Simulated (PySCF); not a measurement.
PySCF input for H4P2, SMILES PP, TDA-M06-2X/def2-TZVPD. Coordinates come from a B3LYP-D3(BJ)/def2-TZVP optimisation.

```python
import numpy as np
from pyscf import gto, scf, dft, tdscf

mol = gto.M(
    atom='''
    P    -1.11748355   -0.13116307    0.00000000
    P     1.11748355    0.13116307   -0.00000000
    H    -1.32249902    0.83122504    1.02456304
    H    -1.32249902    0.83122504   -1.02456305
    H     1.32249902   -0.83122504    1.02456305
    H     1.32249902   -0.83122504   -1.02456304
    ''',
    basis='def2-TZVPD',
    charge=0,
    spin=0,
    symmetry=True,
    max_memory=1600,
    verbose=4,
)
mf = dft.RKS(mol, xc='m06-2x').density_fit(auxbasis='def2-universal-jkfit')
mf.grids.level = 4
mf.conv_tol = 1e-9
mf.max_cycle = 100
mf.kernel()
mf.grids = dft.Grids(mol).set(level=2).build(with_non0tab=True)  # coarser grid for the response kernel
td = tdscf.TDA(mf)
td.singlet = True
td.nstates = 10
td.conv_tol = 1e-4
td.positive_eig_threshold = 1e-6
td.kernel(x0=td.get_init_guess(mf, 15))
td.analyze()
tt = tdscf.TDA(mf)
tt.singlet = False
tt.nstates = 4
tt.conv_tol = 1e-4
tt.positive_eig_threshold = 1e-6
tt.kernel(x0=tt.get_init_guess(mf, 9))
tt.analyze(verbose=3)
```

It prints:

```
PySCF version 2.14.0

[INPUT] verbose = 4
[INPUT] num. atoms = 6
[INPUT] num. electrons = 34
[INPUT] charge = 0
[INPUT] spin (= nelec alpha-beta = 2S) = 0
[INPUT] symmetry True subgroup None
[INPUT] Mole.unit = angstrom
[INPUT] Symbol           X                Y                Z      unit          X                Y                Z       unit  Magmom
[INPUT]  1 P     -1.117483550000  -0.131163070000   0.000000000000 AA   -2.111737858207  -0.247862279957   0.000000000000 Bohr   0.0
[INPUT]  2 P      1.117483550000   0.131163070000   0.000000000000 AA    2.111737858207   0.247862279957   0.000000000000 Bohr   0.0
[INPUT]  3 H     -1.322499020000   0.831225040000   1.024563040000 AA   -2.499160947806   1.570787673481   1.936143542952 Bohr   0.0
[INPUT]  4 H     -1.322499020000   0.831225040000  -1.024563050000 AA   -2.499160947806   1.570787673481  -1.936143561849 Bohr   0.0
[INPUT]  5 H      1.322499020000  -0.831225040000   1.024563050000 AA    2.499160947806  -1.570787673481   1.936143561849 Bohr   0.0
[INPUT]  6 H      1.322499020000  -0.831225040000  -1.024563040000 AA    2.499160947806  -1.570787673481  -1.936143542952 Bohr   0.0

nuclear repulsion = 87.9988359772715
point group symmetry = C2h
symmetry origin: [0. 0. 0.]
symmetry axis x: [ 1.00000000e+00 -2.53110244e-10  6.56976178e-10]
symmetry axis y: [2.53110232e-10 1.00000000e+00 1.80884946e-08]
symmetry axis z: [-6.56976183e-10 -1.80884944e-08  1.00000000e+00]
num. orbitals of irrep Ag = 38
num. orbitals of irrep Bg = 23
num. orbitals of irrep Au = 23
num. orbitals of irrep Bu = 38
number of shells = 50
number of NR pGTOs = 182
number of NR cGTOs = 122
basis = def2-TZVPD
ecp = {}


[settings echo left out]
init E= -684.918930963393
HOMO (Ag) = -0.259043709805727  LUMO (Bu) = -0.0362487966130924  gap/eV = 6.06256
cycle= 1 E= -685.062416750074  delta_E= -0.143  |g|= 0.14  |ddm|= 1.64
HOMO (Ag) = -0.285363015956918  LUMO (Bu) = 0.00715892751653513  gap/eV = 7.95993
cycle= 2 E= -685.068351555411  delta_E= -0.00593  |g|= 0.0418  |ddm|= 0.157
HOMO (Ag) = -0.289566541317489  LUMO (Bu) = 0.00747634460017998  gap/eV = 8.08295
cycle= 3 E= -685.068780328016  delta_E= -0.000429  |g|= 0.00756  |ddm|= 0.0485
HOMO (Ag) = -0.289290858260939  LUMO (Bu) = 0.00780630929834558  gap/eV = 8.08443
cycle= 4 E= -685.068811661178  delta_E= -3.13e-05  |g|= 0.00278  |ddm|= 0.0133
HOMO (Ag) = -0.289134891311473  LUMO (Bu) = 0.00797625065496455  gap/eV = 8.08481
cycle= 5 E= -685.068814223876  delta_E= -2.56e-06  |g|= 0.000741  |ddm|= 0.00379
HOMO (Ag) = -0.289277326582532  LUMO (Bu) = 0.00790673003616327  gap/eV = 8.08679
cycle= 6 E= -685.068814473139  delta_E= -2.49e-07  |g|= 0.000226  |ddm|= 0.00112
HOMO (Ag) = -0.289249964592303  LUMO (Bu) = 0.00792568610657973  gap/eV = 8.08656
cycle= 7 E= -685.068814495872  delta_E= -2.27e-08  |g|= 3.47e-05  |ddm|= 0.000447
HOMO (Ag) = -0.289258271609018  LUMO (Bu) = 0.00792220527879017  gap/eV = 8.08669
cycle= 8 E= -685.06881449674  delta_E= -8.68e-10  |g|= 6.87e-06  |ddm|= 0.000119
HOMO (Ag) = -0.289256653214142  LUMO (Bu) = 0.0079234896471565  gap/eV = 8.08668
Extra cycle  E= -685.068814496766  delta_E= -2.55e-11  |g|= 3.44e-06  |ddm|= 2.08e-05
converged SCF energy = -685.068814496766
tot grids = 45344
Overwritten attributes  positive_eig_threshold  of <class 'pyscf.tdscf.rks.TDA'>


******** <class 'pyscf.tdscf.rks.TDA'> for <class 'pyscf.df.df_jk.DFSymAdaptedRKS'> ********
nstates = 10 singlet
deg_eia_thresh = 1.000e-03
wfnsym = None
conv_tol = 0.0001
eigh lindep = 1e-12
eigh level_shift = 0
eigh max_cycle = 100


Excitation energies (eV)
[5.53704217 5.6037263  6.11675453 6.12115265 7.1505128  7.34846106
 7.69794275 8.11601771 8.16200306 8.20611653]

** Singlet excitation energies and oscillator strengths **
Excited State   1:   Bu      5.53704 eV    223.92 nm  f=0.2534
      15 -> 18        0.13860
      17 -> 18       -0.67430
Excited State   2:   Ag      5.60373 eV    221.25 nm  f=0.0000
      17 -> 19       -0.69428
Excited State   3:   Au      6.11675 eV    202.70 nm  f=0.0246
      17 -> 21       -0.69000
Excited State   4:   Bg      6.12115 eV    202.55 nm  f=0.0000
      17 -> 20       -0.69523
Excited State   5:   Bu      7.15051 eV    173.39 nm  f=0.0672
      15 -> 18       -0.18465
      16 -> 19       -0.18327
      17 -> 22       -0.63452
Excited State   6:   Ag      7.34846 eV    168.72 nm  f=0.0000
      16 -> 18       -0.47666
      17 -> 23       -0.48731
Excited State   7:   Ag      7.69794 eV    161.06 nm  f=0.0000
      15 -> 19        0.10358
      16 -> 18        0.43130
      17 -> 23       -0.41816
      17 -> 24        0.32451
Excited State   8:   Bu      8.11602 eV    152.76 nm  f=0.1564
      15 -> 18        0.14258
      16 -> 19       -0.59516
      16 -> 23        0.12838
      17 -> 22        0.13139
      17 -> 26       -0.26375
Excited State   9:   Ag      8.16200 eV    151.90 nm  f=0.0000
      15 -> 19       -0.31472
      16 -> 18       -0.10091
      16 -> 22        0.14312
      17 -> 23        0.22410
      17 -> 24        0.55248
Excited State  10:   Bu      8.20612 eV    151.09 nm  f=0.5864
      15 -> 18       -0.51072
      17 -> 22        0.11277
      17 -> 26       -0.40302
      17 -> 28        0.15113

** Transition electric dipole moments (AU) **
state          X           Y           Z        Dip. S.      Osc.
  1        -1.3401     -0.2689     -0.0000      1.8683      0.2534
  2        -0.0000      0.0000     -0.0000      0.0000      0.0000
  3        -0.0000     -0.0000      0.4050      0.1640      0.0246
  4        -0.0000     -0.0000     -0.0000      0.0000      0.0000
  5        -0.0358     -0.6181      0.0000      0.3833      0.0672
  6        -0.0000      0.0000     -0.0000      0.0000      0.0000
  7        -0.0000     -0.0000      0.0000      0.0000      0.0000
  8        -0.1884     -0.8666      0.0000      0.7865      0.1564
  9         0.0000     -0.0000      0.0000      0.0000      0.0000
 10        -1.7062      0.0760      0.0000      2.9168      0.5864

** Transition velocity dipole moments (imaginary part, AU) **
state          X           Y           Z        Dip. S.      Osc.
  1        -0.1224     -0.1036      0.0000      0.0257      0.0843
  2         0.0000      0.0000     -0.0000      0.0000      0.0000
  3        -0.0000     -0.0000      0.0032      0.0000      0.0000
  4        -0.0000     -0.0000      0.0000      0.0000      0.0000
  5        -0.0960     -0.1390      0.0000      0.0285      0.0724
  6        -0.0000      0.0000     -0.0000      0.0000      0.0000
  7        -0.0000      0.0000     -0.0000      0.0000      0.0000
  8        -0.0599     -0.2226     -0.0000      0.0532      0.1188
  9         0.0000     -0.0000      0.0000      0.0000      0.0000
 10        -0.3924      0.0573      0.0000      0.1572      0.3476

** Transition magnetic dipole moments (imaginary part, AU) **
state          X           Y           Z
  1         0.0000     -0.0000     -0.0000
  2         0.0000     -0.0000     -1.1580
  3        -0.0000     -0.0000     -0.0000
  4         0.6981     -1.1534      0.0000
  5         0.0000      0.0000      0.0000
  6         0.0000     -0.0000      0.0857
  7         0.0000      0.0000     -1.0455
  8        -0.0000      0.0000     -0.0000
  9        -0.0000      0.0000     -0.2524
 10        -0.0000     -0.0000     -0.0000


******** <class 'pyscf.tdscf.rks.TDA'> for <class 'pyscf.df.df_jk.DFSymAdaptedRKS'> ********
nstates = 4 triplet
deg_eia_thresh = 1.000e-03
wfnsym = None
conv_tol = 0.0001
eigh lindep = 1e-12
eigh level_shift = 0
eigh max_cycle = 100


Excitation energies (eV)
[4.42305616 5.30356759 5.33743272 5.62946337]

** Triplet excitation energies and oscillator strengths **
Excited State   1:   Bu      4.42306 eV    280.31 nm  f=0.0000
Excited State   2:   Bg      5.30357 eV    233.78 nm  f=0.0000
Excited State   3:   Ag      5.33743 eV    232.29 nm  f=0.0000
Excited State   4:   Au      5.62946 eV    220.24 nm  f=0.0000
```

Self-consistency was reached.

Cost: roughly 4 core-minutes.
